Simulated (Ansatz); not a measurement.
Mulliken charges of C2H5AlS, SMILES `[CH3][Al]1[CH2][S]1` from PBE/def2-TZVPP in Ansatz (PBE0-D4/def2-TZVP geometry).

```
atom   x (Å)   y (Å)   z (Å)  charge (e)
  C1  -0.363   1.529  -0.954      -0.376
 Al2   0.030  -0.200  -0.178       0.301
  C3   0.373  -1.418   1.257      -0.261
  S4   0.435  -2.262  -0.458      -0.213
  H5  -0.655   1.436  -2.001       0.115
  H6  -1.169   2.027  -0.410       0.110
  H7   0.518   2.174  -0.902       0.106
  H8   1.336  -1.487   1.758       0.109
  H9  -0.417  -1.846   1.871       0.109
```

**Question.** By hand: the dipole of these point charges (1 e Å = 4.8032 D).

**Answer.** Σ q r = (-0.093, 0.472, 0.099) e Å, of length 0.491 e Å = 2.36 D.

**Question.** How does the dipole of the full density compare? (Estimate.)

**Answer.** The calculation gave: (-0.127, 0.637, 0.037) e Å, 3.12 D; the point charges give 0.76 times that, at 8° from its direction.

Point charges leave out the atoms' own dipoles, such as those of lone pairs, and Mulliken's split depends on the basis, so the two needn't agree.
